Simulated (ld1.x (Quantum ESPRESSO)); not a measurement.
# Tm RRKJ: all-electron and pseudo phase curves

```json
{
 "Element": "Tm (Z = 69)",
 "Generator": "ld1.x (Quantum ESPRESSO) 7.5",
 "Type": "norm-conserving RRKJ (Kleinman–Bylander form)",
 "Functional": "PBE",
 "Relativity": "scalar-relativistic",
 "Frozen core": "[Kr] 4d10",
 "Valence charge": "23",
 "Reference configuration": "4f13 5s2 5p6 5d0.5 6s1.5 6p0",
 "Partial waves": "5p (bound): rc 2.15 bohr; 5d (bound): rc 2.10 bohr; 4f (bound): rc 1.20 bohr; 5s (bound): rc 1.45 bohr",
 "Local potential": "the s channel",
 "Core correction": "none",
 "rho0": "0.005"
}
```

Occupied shells without a wave of their own: 6s. They enter only through the test configuration that unscreens the potential.

The phase is arctan(r·u′/u) with u = r·R(r), unwrapped; energies in Ry, scanned from -6 to 5 Ry. A pole is an energy at which the radial function vanishes at the test radius. The pseudo phase is shifted by a multiple of π to meet the all-electron one at the reference energy, and phase errors are pseudo minus all-electron; the curves can meet again beyond the range given. Levels narrower than the energy grid can be missing from the lists of poles.

```tsv
channel	radius (bohr)	reference energy (Ry)	poles, all-electron	poles, pseudo	unbroken range about the reference energy with phases within 0.05 rad	phase error 1 Ry above the reference energy (rad)
s	2.36	-3.90	-3.72	-3.72, 4.65	below 0.1	-0.001
p	2.36	-1.96	-1.48	-1.48	below 1.6	-0.002
d	2.36	-0.05	1.68	1.68	the whole range	-0.000
f	2.36	-0.21	-0.14	-0.14	below 2.0	+0.004
```

Phases in the s channel:

```tsv
E (Ry)	all-electron	pseudo
-6.00	1.358	1.358
-5.48	1.335	1.335
-4.96	1.294	1.294
-4.44	1.169	1.168
-3.92	-1.278	-1.278
-3.40	-1.686	-1.687
-2.88	-1.758	-1.759
-2.36	-1.804	-1.806
-1.84	-1.849	-1.852
-1.32	-1.905	-1.910
-0.80	-1.983	-1.993
-0.28	-2.111	-2.133
0.24	-2.356	-2.417
0.76	-2.894	-3.059
1.28	-3.692	-3.858
1.80	-4.169	-4.261
2.32	-4.387	-4.446
2.84	-4.503	-4.547
3.36	-4.575	-4.612
3.88	-4.625	-4.659
4.40	-4.663	-4.697
4.92	-4.693	-4.729
```
